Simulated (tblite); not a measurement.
Run record: tight-binding relaxation, `C=C[P@](=S)(/C=C\C)C(C)C`.

Computed with GFN2-xTB geometry optimisation, gas phase (tblite 0.8.0). Start geometry: from a force field or distance geometry. A driver script takes a list of jobs; this job's settings line and coordinates (Å) are shown.

Command:
```bash
OMP_NUM_THREADS=1 python probes_run.py task.json out
```

Input:
```
{"job": {"kind": "relax", "xc": "GFN2-xTB", "basis": "xTB"}, "charge": 0, "multiplicity": 1}
C     -1.237800     2.342100    -0.706600
C     -0.818400     1.415100     0.144000
P      0.031600    -0.094400    -0.297100
S      0.209300    -0.600900    -2.189800
C     -0.788000    -1.204300     0.829200
C     -2.058300    -1.651400     0.753900
C     -3.078900    -1.301400    -0.276900
C      1.657800     0.172500     0.562800
C      2.543600    -1.082800     0.537400
C      2.429300     1.354600    -0.002900
H     -1.113800     2.238200    -1.780400
H     -1.756900     3.234700    -0.351200
H     -0.991600     1.582100     1.222900
H     -0.187500    -1.573100     1.649300
H     -2.394100    -2.337100     1.526500
H     -3.370900    -2.202800    -0.813400
H     -3.971200    -0.902100     0.222000
H     -2.738200    -0.563800    -0.991900
H      1.415600     0.396500     1.612700
H      2.018600    -1.946100     0.949900
H      3.439800    -0.917400     1.138000
H      2.846200    -1.327800    -0.481900
H      2.693800     1.206800    -1.047400
H      3.357700     1.504000     0.547500
H      1.851200     2.282900     0.061000
```

Output:
```
step      E/eV     max force
  0    -830.17945    1.809
  1    -830.24638    1.191
  2    -830.26240    0.422
  3    -830.27032    0.217
  4    -830.28110    0.234
  5    -830.28705    0.207
  6    -830.29352    0.191
  7    -830.29806    0.176
  8    -830.30339    0.189
  9    -830.31047    0.190
... (47 lines left out)
 57    -830.37954    0.019
 58    -830.37962    0.014
 59    -830.37968    0.015
 60    -830.37975    0.017
 61    -830.37982    0.015
 62    -830.37988    0.016
 63    -830.37991    0.015
 64    -830.37994    0.012
 65    -830.37997    0.012
 66    -830.37999    0.008
```

«max force» is the largest atomic force in eV/Å.

**Question.** From which step on does the largest force stay under 0.1 eV/Å, and how much energy is left to gain from there?

**Answer.** From step 20 (0.084 eV/Å), 18.4 meV above the end.

Main results: energy lowered by 4.6 kcal/mol over 66 steps; largest atomic force 0.008 eV/Å at the end.

**Question.** Give the final coordinates.

**Answer.** 0.166 Å rms from the input after alignment:
```
atom  x, y, z in Å
C1    -1.2537    2.2860   -0.7743
C2    -0.8396    1.5004    0.2043
P3     0.0256   -0.0631   -0.1589
S4     0.1602   -0.5223   -2.0410
C5    -0.7887   -1.2739    0.9303
C6    -2.0330   -1.7063    0.7624
C7    -2.9654   -1.2383   -0.2935
C8     1.6763    0.1755    0.6774
C9     2.4996   -1.0923    0.4962
C10    2.3603    1.3720    0.0301
H11   -1.0815    2.0051   -1.8035
H12   -1.7653    3.2187   -0.5993
H13   -0.9925    1.7319    1.2508
H14   -0.1692   -1.6738    1.7236
H15   -2.4278   -2.4594    1.4365
H16   -3.3101   -2.0859   -0.8848
H17   -3.8415   -0.7718    0.1569
H18   -2.4760   -0.5236   -0.9519
H19    1.4947    0.3688    1.7415
H20    2.0245   -1.9498    0.9708
H21    3.4923   -0.9667    0.9252
H22    2.6059   -1.3084   -0.5667
H23    2.4338    1.2122   -1.0457
H24    3.3649    1.5015    0.4288
H25    1.7953    2.2875    0.2024
```

Time: 0.63 s. Hardware: one thread, Arm Neoverse V2 (aarch64), shared host with 96 logical CPUs at a one-minute load of 80.
Labels such as C1 count atoms from 1, the log's own numbers from 0.
